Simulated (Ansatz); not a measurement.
Program: Ansatz. Geometries: PBE0-D4/def2-TZVP. ΔE: electronic, gas phase. CBS: MP2 limit from def2 TZ/QZ plus the TZ coupled-cluster correction, frozen cores. This one scheme is used for every species. DFT in def2-TZVPP. B3LYP here is the variant with VWN-RPA as its local correlation; programs differ in this. For Ge outer-core shells are correlated without core-valence functions, which leaves a few kJ/mol of doubt a bond. Scalar relativity is left out up to krypton. One conformer a species, not always the lowest.

Reaction (cleavage of the Ge–B bond): `[GeH3][B]1O[SiH2]1` + `N[SiH](O)F` → `O[SiH](F)[NH][GeH3]` + `B1O[SiH2]1`

`[GeH3][B]1O[SiH2]1`:

```xyz
9

Ge    1.213    0.912   -1.084
B    -0.029   -0.153    0.158
O     0.162   -1.112    1.070
Si   -1.571   -0.831    1.062
H     1.032    2.415   -0.816
H     0.818    0.641   -2.544
H     2.695    0.546   -0.893
H    -2.294   -2.059    0.657
H    -2.026   -0.359    2.390
```

`N[SiH](O)F`:

Z-matrix (Å, degrees):
```
Si
O 1 1.629
F 1 1.596 2 112.6
N 1 1.699 2 110.7 3 116.3
H 1 1.474 2 104.5 3 -115.6
H 2 0.959 1 117.0 3 -71.5
H 4 1.007 1 120.5 2 -153.1
H 4 1.006 1 121.6 2 56.5
```

`O[SiH](F)[NH][GeH3]`:

Z-matrix (Å, degrees):
```
Si
F 1 1.597
N 1 1.698 2 106.8
O 1 1.631 2 112.3 3 120.6
H 1 1.473 2 106.5 3 -125.2
Ge 3 1.845 1 127.1 2 155.9
H 3 1.009 1 117.9 2 -32.2
H 4 0.959 1 118.1 2 -65.4
H 6 1.539 3 109.8 1 -70.6
H 6 1.537 3 110.1 1 49.7
H 6 1.535 3 106.5 1 170.0
```

`B1O[SiH2]1`:

```xyz
6

B    -0.763   -0.745    0.438
O     0.053    0.061    1.131
Si    0.395    0.383   -0.558
H    -1.575   -1.538    0.794
H     1.798    0.049   -0.896
H     0.091    1.790   -0.909
```

```csv
level,ΔE (eV)
r2SCAN-D4,0.02
ωB97M-V,-0.05
B3LYP,0.01
HF/def2-TZVPP,-0.19
```

**Question.** What does CCSD(T)/CBS give? (Best estimate.)

**Answer.** Computed: -0.02 eV. The listed levels differ from it by 0.04, -0.03, 0.03, -0.17 eV.

Largest T1 diagnostic among the species: 0.017.

From PBE to PBE0 (25 % exact exchange), in def2-TZVPP and without D4, ΔE moves by −0.05 eV. In def2-TZVPP, CCSD(T) changes the Hartree–Fock value by +0.14 eV (the triples alone add +0.01 eV) and MP2 by +0.11 eV.
